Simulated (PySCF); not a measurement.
H2MoO2S2, SMILES [S]=[Mo]([OH])([OH])=[S], multiplicity 1.

Coordinates come from a PBE0-D3(BJ)/def2-SVP optimisation. A frequency run showed that this geometry is not a minimum. The spin state was assumed, not searched. The def2 effective core potentials stand for the cores of Mo; spin–orbit coupling is left out. The values are those of a single conformer.

Method: B3LYP/def2-TZVP (PySCF).

Symmetry labels are those of the subgroup C2v that the program uses (full group C2v).

### Question
List the valence orbital energies around the gap with their symmetry. (Estimate from the structure and the level; the computed values follow.)

### Answer

```
orbital  symmetry  energy (eV)
-------  --------  -----------
HOMO−7         B1       -10.88
HOMO−6         B2       -10.20
HOMO−5         A1        -9.56
HOMO−4         B1        -9.03
HOMO−3         A1        -8.72
HOMO−2         B2        -8.08
HOMO−1         A2        -7.77
HOMO           B1        -6.85
LUMO           A1        -3.29
LUMO+1         A2        -2.90
LUMO+2         B2        -1.94
LUMO+3         A1        -1.56
```
